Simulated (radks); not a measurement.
Problem. Excited configurations of Zn I: one electron is placed in a higher orbital outside [Ar] 3d10 4s1. The ground configuration is [Ar] 3d10 4s2. Calculated with a radial shooting solver on a logarithmic mesh with Libxc functionals: Dirac Kohn-Sham, LDA (Slater exchange, Perdew-Wang correlation), spin-unpolarised, spherical densities, point nucleus; open shells fill j = l - 1/2 first. Excitation = E - E(ground); binding = E(ion) - E, where the ion is the core of charge +1; n* = 1/sqrt(2 binding) in atomic units, and the quantum defect is n - n*.

outer orbital  excitation (eV)  binding (eV)     n*  quantum defect  eigenvalue (eV)  <r> (bohr)
4p1/2                    5.127         5.057  1.640           2.360           -2.279       3.785
4d3/2                    8.544         1.641  2.880           1.120           -0.717       9.696
5p1/2                    8.227         1.957  2.637           2.363           -1.096       10.12
5f5/2                    9.557         0.627  4.658           0.342           -0.369       29.80
6s1/2                    8.761         1.424  3.092           2.908           -0.877       15.32
6f5/2                    9.731         0.453  5.481           0.519           -0.288       44.68
7f5/2                    9.843         0.342  6.311           0.689           -0.227       62.22

Estimate the row for 7p1/2.

Solution. excitation (eV) 9.473; binding (eV) 0.711; n* 4.373; quantum defect 2.627; eigenvalue (eV) -0.460; <r> (bohr) 30.71. The Delta-SCF ionisation energy is 10.184 eV (NIST Atomic Spectra Database: 9.394 eV, measured). Self-interaction in the functional shifts the binding energies and quantum defects, so they are the method's values and not measured ones. Spin polarisation and multiplet splitting are left out, so open shells lie too high by an amount that depends on their filling.

Beside tabulated values, note that spin-unpolarised runs miss the spin-polarisation part of the exchange energy of open shells.
